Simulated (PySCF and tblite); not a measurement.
Values are calculated unless marked as measured or tabulated.
# C8H11F3, numbered as in [F:1][C:2]([F:3])([F:4])[C@@H:5]1[CH2:6][CH:7]=[CH:8][CH2:9][CH2:10][CH2:11]1: conformational analysis

Search: ETKDG, MMFF94s, GFN2-xTB, 60 starts; geometries at GFN2-xTB. Energies: PBE0-D3(BJ)/6-31G*, with GFN2-xTB thermal terms (modes under about 100 cm⁻¹ blended into free rotors). Symmetry numbers and mirror images are counted. Conformers within 2.5 kcal/mol (GFN2-xTB free energy) were kept, 4 at most. GIAO shieldings: KT2/6-31G*. Shifts are against CFCl3 (¹⁹F) at the same level. Run with PySCF (density fitting) and tblite.

The 7-ring runs over atoms 5–6–7–8–9–10–11.

```csv
conformer,shape,symmetry,E(GFN2) kcal/mol,E(DFT) kcal/mol,G(298.15 K) kcal/mol,weight %,dipole D
1,"7-ring puckered (ring torsions 63, 0, -62, 78, -67, 67, -79°)",C1,0.00,0.00,0.00,70.6,2.28
2,"7-ring puckered (ring torsions 33, 4, 30, -82, 45, 44, -83°)",C1,1.04,0.59,0.56,27.5,2.30
3,"7-ring puckered (ring torsions -64, 2, 63, -80, 63, -59, 73°)",C1,1.57,1.79,2.16,1.8,2.13
```

Weights (%) against temperature:

| T (K) | 1 | 2 | 3 | S(mix) cal/mol/K |
| --- | --- | --- | --- | --- |
| 250 | 74.9 | 24.1 | 1.0 | 1.21 |
| 298.15 | 70.6 | 27.5 | 1.8 | 1.34 |
| 350 | 66.9 | 30.2 | 2.8 | 1.45 |

Averaged shifts at 298.15 K. ¹⁹F: -121.2 (F1/F3/F4) ppm.

Coordinates of conformer 1 (Å):

```xyz
22

F    -3.228    0.948    0.356
C    -2.499   -0.167    0.178
F    -2.989   -1.068    1.046
F    -2.803   -0.622   -1.048
C    -1.007    0.074    0.362
C    -0.547    1.135   -0.650
C     0.746    1.777   -0.241
C     1.889    1.120   -0.125
C     2.042   -0.350   -0.378
C     1.205   -1.204    0.581
C    -0.277   -1.265    0.216
H    -0.882    0.458    1.380
H    -1.317    1.902   -0.739
H    -0.434    0.657   -1.628
H     0.710    2.836   -0.031
H     2.778    1.652    0.181
H     3.092   -0.624   -0.268
H     1.744   -0.579   -1.405
H     1.318   -0.822    1.597
H     1.591   -2.225    0.564
H    -0.382   -1.613   -0.815
H    -0.761   -1.999    0.865
```

Coordinates of conformer 2 (Å):

```xyz
22

F     3.129    1.063   -0.099
C     2.472   -0.077    0.175
F     3.020   -1.019   -0.611
F     2.799   -0.403    1.436
C     0.971    0.050   -0.030
C     0.412    1.114    0.922
C    -0.870    1.713    0.418
C    -1.809    1.110   -0.294
C    -1.862   -0.335   -0.697
C    -1.186   -1.266    0.310
C     0.331   -1.331    0.154
H     0.836    0.396   -1.060
H     1.145    1.919    1.023
H     0.273    0.681    1.917
H    -1.000    2.758    0.666
H    -2.659    1.698   -0.616
H    -1.416   -0.467   -1.687
H    -2.914   -0.617   -0.786
H    -1.580   -2.277    0.188
H    -1.446   -0.935    1.316
H     0.758   -1.807    1.040
H     0.586   -1.949   -0.710
```

Unscaled ¹⁹F shifts at such levels can be off by tens of ppm; differences between conformers or isomers are more reliable.

Search and properties took 6.6 min on 1 thread of Arm Neoverse N1, on a host shared with other jobs (rough), launched as `OMP_NUM_THREADS=1 python ens_run.py task.json out`.


Conformer gaps in 6-31G* on xTB geometries can be 2 kcal/mol off for S=O, P=O and other polar bonds.